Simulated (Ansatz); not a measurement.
CH₅BOSi (`B[SiH2]C=O`), relaxed with RKS PBE-D4/def2-SVP in Ansatz 0.2.0 from a rough embedded geometry. The force threshold is 0.03 eV/Å; the program also tests the step.

Charge 0, multiplicity 1.

Start:

```xyz
9

B    -0.121   -1.537   -0.290
Si   -0.549    0.289   -0.275
C     0.770    1.251    0.550
O     1.703    0.747    1.081
H    -0.840   -2.378   -0.810
H     0.918   -1.982    0.204
H    -1.838    0.480    0.461
H    -0.725    0.770   -1.619
H     0.681    2.360    0.699
```

(1) How much energy does the relaxation release, and in how many steps? (Best estimate.)

(2) Which bonds change most? (Estimate.)

(3) Give the relaxed structure. (Estimate.)

## Answers

(1) The calculation gave: 0.54 eV, in 37 steps, 8 of them rejected.

(2) The calculation gave: Si2–C3 from 1.830 to 1.982 Å; B1–Si2 from 1.876 to 1.999 Å; Si2–H8 from 1.438 to 1.508 Å; C3–O4 from 1.186 to 1.211 Å.

(3) The calculation gave: 
```xyz
9

B    -0.068   -1.594   -0.419
Si   -0.781    0.233   -0.028
C     0.853    1.251    0.442
O     1.250    1.383    1.579
H     0.424   -1.842   -1.503
H    -0.024   -2.443    0.449
H    -1.717    0.353    1.142
H    -1.351    0.944   -1.230
H     1.414    1.716   -0.431
```
